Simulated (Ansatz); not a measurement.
C$_{3}$H$_{10}$BN, SMILES `CNB(C)C`, relaxed with RKS PBE-D4/def2-SVP in Ansatz from a rough embedded geometry. The force threshold is 0.03 eV/Å; the program also tests the step.

Total charge 0; spin multiplicity 1.

Start:

```xyz
15

C    -1.295    1.502    0.205
N    -1.134    0.309   -0.534
B     0.221   -0.342   -0.217
C     1.324   -0.506   -1.408
C     0.510   -1.051    1.168
H    -2.257    1.992    0.026
H    -1.304    1.258    1.344
H    -0.470    2.200    0.042
H    -1.936   -0.380   -0.266
H     0.927    0.066   -2.295
H     1.520   -1.491   -1.606
H     2.224    0.045   -1.030
H    -0.389   -0.942    1.881
H     1.335   -0.541    1.680
H     0.722   -2.118    1.009
```

```
step  energy (eV)  largest force (eV/Å)  largest move (Å)
   1   -5428.7858                 4.942             0.000
   2   -5429.2589                 1.324             0.190
   3   -5429.4440                 0.691             0.181
   4   -5429.5939                 0.655             0.195
   5   -5429.7781                 0.971             0.193
   6   -5429.9864                 1.404             0.191
   7   -5430.1936                 1.233             0.192
   8   -5430.3603                 1.155             0.199
   9   -5430.4732                 0.939             0.200
  10   -5430.5327                 0.965             0.194
  11   -5430.6240                 0.332             0.200
  12   -5430.6245                 0.617             0.200
  13   -5430.6480                 0.050             0.087
  14   -5430.6502                 0.019             0.064
  15   -5430.6504                 0.105             0.064
  16   -5430.6510                 0.018             0.011
```

End:

```xyz
15

C    -1.368    1.621   -0.283
N    -0.905    0.426    0.394
B     0.225   -0.380    0.141
C     1.253   -0.065   -1.030
C     0.471   -1.643    1.078
H    -2.396    1.497   -0.692
H    -1.385    2.507    0.390
H    -0.700    1.861   -1.131
H    -1.508    0.150    1.175
H     1.008    0.802   -1.676
H     1.366   -0.953   -1.689
H     2.264    0.115   -0.603
H    -0.295   -1.785    1.870
H     1.461   -1.572    1.579
H     0.510   -2.579    0.478
```

Hardware: 4 threads of a server CPU on a shared host. Wall time 33 s, peak host memory 0.18 GiB.
